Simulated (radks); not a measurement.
Spherical quantum dot in the effective-mass picture: electrons in a well V = -V0 / (1 + exp((r - R)/a)) with V0 = 15.4, R = 4.04, a = 0.14, with a point charge +2 (a donor) at the centre, all in effective atomic units (hartree* = m*/eps^2 hartree, bohr* = eps/m* bohr), one dielectric constant everywhere. Method: non-relativistic Kohn-Sham, LDA (Slater exchange, Perdew-Wang correlation), spin-polarised, spherical densities; computed with a radial shooting solver with Libxc functionals. Levels are named by radial order and angular momentum (1s, 1p, 1d, 2s, ...), and open shells are averaged over m.

N = 11, configuration 1s2 1p6 1d(up 1, down 0) 2s2. This is the lowest configuration that the search found. Occupied and some empty levels:

level    occupation  eigenvalue (hartree*)  <r> (bohr*)
1s up             1                -12.446        1.568
1s down           1                -12.437        1.537
1p up             3                -12.054        2.614
1p down           3                -12.036        2.611
2s up             1                -11.944        2.019
2s down           1                -11.931        2.045
1d up             1                -11.724        2.781
1d down           0                -11.704        2.780
1f up             0                -11.303        2.897
1f down           0                -11.283        2.897
2p up             0                -10.831        2.073
2p down           0                -10.820        2.072
1g up             0                -10.796        2.989
1g down           0                -10.776        2.990

Energy (hartree*): total -154.779, kinetic 8.6330, external -182.66, Hartree 23.255, exchange-correlation -4.0057.
